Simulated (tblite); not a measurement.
Species: C6H10NS (doublet state).
Z-matrix (Å and degrees, GFN2-xTB geometry), rows numbered from 1:
```
N 
C   1  1.4513
C   2  1.5348  1  109.67
C   3  1.4908  2  113.35  1  -170.78
C   4  1.3509  3  112.09  2  -136.07
S   5  1.6988  4  126.40  3  -179.36
C   5  1.5053  4  110.95  3    -0.94
C   7  1.5348  5  103.56  4    13.61
H   1  1.0131  2  110.77  3   173.49
H   1  1.0142  2  110.56  3   -66.81
H   2  1.0936  1  107.56  3  -118.50
H   2  1.1036  1  113.75  3   122.11
H   3  1.0975  2  106.37  1   -50.67
H   4  1.0755  3  122.76  2    44.94
H   7  1.0932  5  109.02  4  -105.33
H   7  1.0900  5  111.91  4   135.64
H   8  1.0880  3  112.16  2   -94.33
H   8  1.0919  3  109.25  2    25.78
```

Level: GFN2-xTB in tblite, geometry and Hessian alike; calculated harmonic values, unscaled, isolated species. Errors from tens to a few hundred cm⁻¹ against measured bands are possible. One conformer, not necessarily the lowest. Open shells enter through the occupations alone, without spin polarisation, and single modes of such species can be off by tens of per cent.

Harmonic wavenumbers (cm⁻¹): 71.6, 90.5, 124.1, 211.1, 255.0, 281.1, 364.7, 397.2, 447.6, 506.3, 617.9, 768.6, 813.5, 851.3, 885.3, 889.8, 957.6, 1007.0, 1024.4, 1056.0, 1079.7, 1090.4, 1112.9, 1140.5, 1176.5, 1184.0, 1198.6, 1224.5, 1265.0, 1280.5, 1285.5, 1318.3, 1355.6, 1456.6, 1479.8, 1490.3, 1501.6, 1558.9, 2816.4, 2895.0, 2953.9, 2963.3, 2975.9, 2999.6, 3019.0, 3131.4, 3397.9, 3430.6.

A = 4903, B = 839.1, C = 743.7 MHz; mass 128.053 u (most abundant isotopes); point group C1, symmetry number 1; spin multiplicity 2.

**Question.** What is the zero-point energy?

**Answer.** ½Σν̃ = 32701 cm⁻¹ = 93.50 kcal/mol.

**Question.** Entropy at 200 K, 1 bar (ideal gas, RRHO, classical rotation)?

**Answer.** Translation 38.50, rotation 27.85, vibration 13.76, spin (R ln 2) 1.38: S = 81.5 cal/(mol K).

**Question.** And Cp and H(200 K) − H(0)?

**Answer.** Cp = 24.12 cal/(mol K), of which vibrations give 16.17 (their classical limit is 48 R = 95.4); H(200 K) − H(0) = 3.16 kcal/mol without the zero-point energy, 1.57 from vibrations.

**Question.** What must be added to the electronic energy to get the Gibbs energy at 200 K and 1 bar?

**Answer.** ZPE + [H(200 K) − H(0)] − T·S = 93.50 + 3.16 − 16.30 = 80.36 kcal/mol.

**Question.** Which modes carry the vibrational entropy at 200 K?

**Answer.** 71.6 cm⁻¹: 3.33; 90.5 cm⁻¹: 2.87; 124.1 cm⁻¹: 2.28; 211.1 cm⁻¹: 1.34; 255.0 cm⁻¹: 1.04; 281.1 cm⁻¹: 0.90 cal/(mol K); the other 42 give 2.01 together.

**Question.** How do the functions run with temperature in this model?

**Answer.** 
| T (K) | S (cal/(mol K)) | Cp (cal/(mol K)) | H − H(0) (kcal/mol) | G − H(0) (kcal/mol) | ln q(vib) |
| --- | --- | --- | --- | --- | --- |
| 150 | 75.2 | 20.1 | 2.06 | -9.22 | 1.99 |
| 250 | 87.3 | 28.5 | 4.48 | -17.36 | 3.96 |
| 298.15 | 92.8 | 33.2 | 5.96 | -21.69 | 4.94 |
| 400 | 103.9 | 43.0 | 9.85 | -31.71 | 7.04 |
| 600 | 124.5 | 58.6 | 20.11 | -54.58 | 11.30 |
| 900 | 151.3 | 73.3 | 40.09 | -96.08 | 17.62 |

q(vib) and H(0) count from the zero-point level.

Hindered rotation and anharmonicity are outside this model. Other conformers, if any are populated, would add a mixing term that is left out. The structure is chiral; the term R ln 2 for an equal mix with its mirror image is left out.
